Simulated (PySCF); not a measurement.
V⁺ (vanadium, charge +1): UHF calculation

Configuration: [Ar] 3d4, high-spin 5D determinant. All numbers are calculated (PySCF 2.14, the non-relativistic Hamiltonian (point nucleus), in def2-SVP).

| Item | Value |
| --- | --- |
| Total energy | -942.530043 hartree |
| One-electron energy | -1293.1143 hartree |
| Hartree (Coulomb) energy | 394.9723 hartree |
| Exchange energy | -44.3881 hartree |
| Kinetic energy | 943.19507 hartree |
| ⟨S²⟩ | 6.0009 |
| ⟨L²⟩ | 6.016 |
| Sum of ⟨r⟩ | 16.25 bohr |
| Sum of ⟨r²⟩ | 20.95 bohr² |
| Traceless quadrupole moment −½Σ⟨3z² − r²⟩ along its main axis | -0.806 e·bohr² |
| Density at the nucleus (Gaussians lack the cusp) | 7680 bohr⁻³ |
| Spin density at the nucleus | -0.0942 bohr⁻³ |
| Langevin diamagnetic susceptibility | -16.6 ×10⁻⁶ cm³/mol |
| Time after the integrals | 0.16 s of wall time on 1 thread of Neoverse-N1 (shared host) |

| shell | electrons | mean orbital energy (hartree) | spread (hartree) | rms radius, mean of both spins (bohr) |
| --- | --- | --- | --- | --- |
| 1s α | 1 | -201.49284 | 0 | 0.0776 |
| 1s β | 1 | -201.49237 | 0 | 0.0776 |
| 2s α | 1 | -23.89122 | 0 | 0.336 |
| 2s β | 1 | -23.82262 | 0 | 0.336 |
| 2p α | 3 | -20.04918 | 0.00202 | 0.304 |
| 2p β | 3 | -19.98039 | 0.02191 | 0.304 |
| 3s α | 1 | -3.34403 | 0 | 1.03 |
| 3s β | 1 | -3.09227 | 0 | 1.03 |
| 3p α | 3 | -2.23361 | 0.03849 | 1.12 |
| 3p β | 3 | -1.92016 | 0.06179 | 1.12 |
| 3d α | 4 | -0.56509 | 0.05288 | 1.62 |
